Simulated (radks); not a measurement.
All-electron atom: neutral rhenium in [Kr] 4d10 4f14 5s2 5p5 5d5 6s2 7s1 (not the ground configuration). All-electron calculation, scalar-relativistic Kohn-Sham, exchange-only r2SCAN, spin-polarised, spherical densities, finite nucleus; open shells are filled with parallel spins first (spin-orbit coupling, left out, can overturn this in heavy ions); meta-GGA in the generalised Kohn-Sham scheme; Fermi nuclear charge, rms radius 5.3698 fm. Program: a radial shooting solver on a logarithmic mesh with Libxc functionals.

Local quantities along the radius. ELF = 1/(1 + alpha^2) is the electron localisation function; alpha = (tau - tau_W)/tau_unif compares the Pauli kinetic energy density with that of the uniform gas (summed over spins); r v_xc is r times the local exchange-correlation potential of spin up (hartree bohr, multiplicative part alone); -r V(r) is the screened charge that the Kohn-Sham potential of spin up presents (atomic units). tau is taken from the large components.

r (bohr)    ELF       alpha   r v_xc  -r V(r)
0.001829  0.999     0.02775  -0.2028    74.21
0.002163  0.999     0.03005  -0.2255    74.05
0.002559  0.999     0.03309  -0.2511    73.86
0.003027  0.999     0.03714  -0.2799    73.65
0.003581  0.998     0.04260  -0.3118    73.39
0.004236  0.998     0.05010  -0.3466    73.09
0.005011  0.996     0.06061  -0.3843    72.74
0.005927  0.994     0.07576  -0.4246    72.33
0.007011  0.990     0.09824  -0.4673    71.85
0.008294  0.983      0.1327  -0.5123    71.30
0.009733  0.967      0.1840  -0.5576    70.70
0.01151   0.932      0.2707  -0.6065    69.98
0.01362   0.854      0.4130  -0.6455    69.15
0.01611   0.710      0.6397  -0.6391    68.15
0.01906   0.521      0.9598  -0.5808    66.97
0.02255   0.375       1.290  -0.5846    65.70
0.02667   0.331       1.422  -0.6856    64.36
0.03155   0.392       1.245  -0.7139    62.76
0.03732   0.534      0.9344  -0.8602    61.08
0.04415   0.673      0.6964  -0.9802    59.16
0.05222   0.740      0.5925   -1.055    57.01
0.06178   0.716      0.6301   -1.092    54.63
0.07308   0.585      0.8417   -1.071    52.01
0.08645   0.407       1.207   -1.020    49.15
0.1023    0.346       1.375  -0.9810    46.10
0.121     0.461       1.081   -1.230    43.12
0.1431    0.643      0.7446   -1.434    39.94
0.1693    0.724      0.6180   -1.505    36.55
0.2002    0.644      0.7427   -1.429    33.01
0.2369    0.392       1.246   -1.195    29.33
0.2802    0.265       1.663   -1.041    25.68
0.3315    0.433       1.143   -1.464    22.54
0.3921    0.658      0.7206   -1.721    19.31
0.4638    0.714      0.6326   -1.771    16.17
0.5487    0.635      0.7587   -1.623    13.29
0.6491    0.460       1.084   -1.371    10.78
0.7678    0.336       1.405   -1.285    8.808
0.9083    0.385       1.265   -1.352    7.266
1.074     0.529      0.9439   -1.432    5.983
1.271     0.592      0.8299   -1.415    4.857
1.503     0.541      0.9208   -1.350    3.926
1.779     0.444       1.120   -1.232    3.152
2.087     0.394       1.239   -1.122    2.571
2.469     0.423       1.169   -1.001    2.084
2.921     0.461       1.081  -0.8017    1.623
3.455     0.387       1.258  -0.5368    1.174
4.087     0.098       3.031  -0.4026   0.9027
4.835     0.021       6.890  -0.5010   0.8868
5.719     0.154       2.339  -0.4924   0.7729
6.765     0.948      0.2345  -0.7578   0.9410
8.003     0.998     0.04959  -0.7579   0.8605
9.467     1.000     0.01028  -0.7432   0.7902
11.2      1.000    0.002373  -0.6543   0.6711
13.25     1.000   0.0006296  -0.4777   0.4822
15.67     1.000   0.0002018  -0.1156   0.1165
18.54     1.000  0.00008966   0.7991  -0.7989
21.93     1.000  0.00006738    1.810   -1.810

On this mesh the ELF has minima near r = 0.027, 0.10, 0.28, 0.77, 2.1, 4.8 bohr, which separate the shells, and maxima near 0.052 (0.74), 0.17 (0.72), 0.46 (0.71), 1.3 (0.59), 2.9 (0.46).

Self-consistent cycle (total energy in hartree, residual of the potential): 1: -16678.89632, 6e+00; 2: -16683.58826, 3e+00; 3: -16684.79320, 1e+00; 4: -16685.13609, 2e-01; 5: -16685.15287, 7e-02; 6: -16685.15546, 3e-02; 7: -16685.15565, 3e-03; 8: -16685.15568, 1e-03; 9: -16685.15568, 9e-04; 10: -16685.15568, 1e-03; 11: -16685.15568, 2e-04; 12: -16685.15569, 3e-04; 13: -16685.15568, 1e-04; 14: -16685.15568, 9e-05; 15: -16685.15568, 4e-05; 16: -16685.15568, 1e-05; 17: -16685.15568, 4e-06.
